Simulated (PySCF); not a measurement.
## Electronic absorption of ethyl butyl ether

Compound: ethyl butyl ether, C6H14O.
Atom-mapped SMILES: `[CH3:1][CH2:2][CH2:3][CH2:4][O:5][CH2:6][CH3:7]` (hydrogens: H8, H9, H10 on C1; H11, H12 on C2; H13, H14 on C3; H15, H16 on C4; H17, H18 on C6; H19, H20, H21 on C7)

Method used: PySCF, TDDFT CAM-B3LYP/def2-SVPD, vertical, gas phase, core orbitals frozen in the response. One conformer (not necessarily the lowest) at the PBE0-D3(BJ)/def2-SVP geometry, without solvent, vibrations or thermal averaging. Torsions of this conformer, `[CH3:1][CH2:2][CH2:3][CH2:4][O:5][CH2:6][CH3:7]`: C1–C2–C3–C4 -178°, C2–C3–C4–O5 62°, C3–C4–O5–C6 -177°, C4–O5–C6–C7 180°.

| state | E (eV) | ν̃ (cm⁻¹) | f | main configurations (H = HOMO, L = LUMO) |
| --- | --- | --- | --- | --- |
| S1 | 7.17 | 57850 | 0.033 | H→L (83%) |
| S2 | 7.90 | 63720 | 0.0088 | H→L+2 (54%), H→L+1 (36%) |
| S3 | 8.11 | 65450 | 0.038 | H→L+3 (39%), H→L+2 (15%), H→L+1 (13%) |
| S4 | 8.19 | 66060 | 0.028 | H→L+3 (42%), H→L+4 (18%), H→L+1 (18%) |
| S5 | 8.68 | 70010 | 0.0037 | H→L+5 (36%), H→L+8 (18%), H→L+11 (11%) |
| S6 | 8.82 | 71160 | 0.0073 | H→L+4 (28%), H-1→L (19%), H→L+5 (11%) |
| S7 | 8.90 | 71780 | 0.0031 | H-1→L (47%), H→L+4 (14%), H→L+1 (8%) |
| S8 | 9.00 | 72570 | 0.014 | H-2→L (36%), H-2→L+1 (21%), H-1→L+1 (8%) |
| S9 | 9.20 | 74160 | 0.017 | H-1→L+1 (28%), H-4→L (12%), H-2→L+1 (11%) |
| S10 | 9.21 | 74250 | 0.028 | H→L+6 (58%), H→L+8 (14%) |

Triplets (Tamm–Dancoff): T1 6.98 eV, H→L (78%), H→L+2 (8%); T2 7.78 eV, H→L+2 (49%), H→L+1 (34%); T3 7.97 eV, H→L+3 (63%), H→L+5 (14%); T4 8.05 eV, H→L+4 (32%), H→L+1 (23%), H→L+2 (17%).

The lowest singlet lies at 7.17 eV (173 nm, vacuum ultraviolet) and is of moderate strength; its leading configuration is HOMO→LUMO (83%). The strongest level in the table is S3 at 8.11 eV (153 nm, f = 0.038). Löwdin shares by element: HOMO oxygen 56%, carbon 20% or more, hydrogen 5% or more (atoms not listed hold the other 19%); LUMO carbon 37% or more, hydrogen 7% or more (atoms not listed hold the other 56%). Weighted by f, the mean energy of these states is 8.34 eV. The oscillator strengths of these states sum to 0.181; summed over the whole spectrum of an exact calculation they would give the number of electrons, 58 (Thomas–Reiche–Kuhn). The listed states span 2.03 eV, and the widest gap between neighbours is 0.73 eV (S1 to S2). The vertical ionisation energy (ΔSCF) is 9.61 eV, 0.40 eV above S10. The window holds the lowest 10 singlets.
